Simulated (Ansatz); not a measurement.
Geometry optimisation, RKS revPBE-D4/def2-SVP (Ansatz).

Input:

```yaml
crystal:
  periodic: [false, false, false]
  atoms:
    - { symbol: Sn, position_ang: [0.0, 0.0, 0.0] }
    - { symbol: H, position_ang: [0.0, 0.0, 2.09] }
    - { symbol: H, position_ang: [1.6408, 0.0, -0.5794] }
    - { symbol: H, position_ang: [-0.8195, 1.4198, -0.5794] }
    - { symbol: H, position_ang: [-0.8195, -1.4198, -0.5794] }
    - { symbol: S, position_ang: [-2.6002, 0.0, 0.864] }
    - { symbol: H, position_ang: [-3.3558, -0.8728, 0.072] }
    - { symbol: H, position_ang: [-1.0314, 0.0, 2.1012] }
basis:
  gaussian: { orbitals: def2-SVP }
hamiltonian:
  xc: revpbe
  dispersion: d4
relax:
  f_tol: 0.15
  max_steps: 25
  restrain:
    - { distance: [0, 5], at: 3.64, k: 30.0 }
    - { distance: [7, 1], at: 1.86, k: 30.0 }
    - { distance: [0, 1], at: 1.74, k: 30.0 }
    - { distance: [7, 5], at: 1.4, k: 30.0 }
```

Run as:

```bash
$ ansatz run input.yaml --threads 1 --pin off --max-ram 2048MiB --backend cpu --events-out ev --progress --plain --runs-dir out
```

**Question.** Where does it end, and by what steps?

**Answer.** It converged. The restraints hold the end off the free minimum. After 8 steps the energy has fallen by 2.942 eV (the restraints' own energy left out); H8 moved furthest, 0.87 Å. Parted: Sn1–S6 (2.74 → 3.65 Å). Joined: S6–H8 (2.00 → 1.39 Å).

```
step  energy less start (eV)  largest force component (eV/Å)  accepted
   0                  0.0000                           1.541       yes
   1                  0.0459                           2.665       yes
   2                 -0.4649                           3.932       yes
   3                 -1.4712                           3.889       yes
   4                 -2.5031                           1.609       yes
   5                 -2.8057                           1.218       yes
   6                 -2.9203                           0.573       yes
   7                 -2.9335                           0.548       yes
   8                 -2.9424                           0.594       yes
```

```xyz
8
Properties=species:S:1:pos:R:3
Sn 0.211 0.063 -0.120
H -0.013 -0.035 1.601
H 1.906 -0.095 -0.450
H -0.350 1.572 -0.729
H -0.625 -1.266 -0.840
S -3.130 0.109 1.340
H -3.122 -1.114 0.729
H -1.862 -0.107 1.857
```

The run took 32 s on 1 thread of Arm Neoverse N1, with other jobs on the host, peak memory 0.14 GiB.
